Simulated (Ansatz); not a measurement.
Consider the redistribution: `C[S][SnH2][Cl]` + `CO[SiH](Cl)I` → `[Cl][SnH2][I]` + `CO[SiH](Cl)SC`.

Computed with Ansatz on PBE0-D4/def2-TZVP structures; ΔE is electronic, products minus reactants. CCSD(T)/CBS adds triple-zeta CCSD(T) − MP2 to the extrapolated MP2 energy (def2 sets, frozen cores). DFT in def2-TZVPP. B3LYP here is the variant with VWN-RPA as its local correlation; programs differ in this. def2 core potentials past Kr. For I, Sn outer-core shells are correlated without core-valence functions, which leaves a few kJ/mol of doubt a bond. Each species was taken in one conformer, which may not be the lowest.

```csv
level,ΔE (kJ/mol)
PBE-D4,-27.0
B3LYP,-30.9
```

**Question.** What does CCSD(T)/CBS give? (Estimate.)

**Answer.** Ansatz gave: -28.6 kJ/mol. The listed levels differ from it by 1.6, -2.3 kJ/mol.

Largest T1 diagnostic among the species: 0.012.

In def2-TZVPP, CCSD(T) changes the Hartree–Fock value by +10.9 kJ/mol (the triples alone add +1.5 kJ/mol) and MP2 by +12.1 kJ/mol.
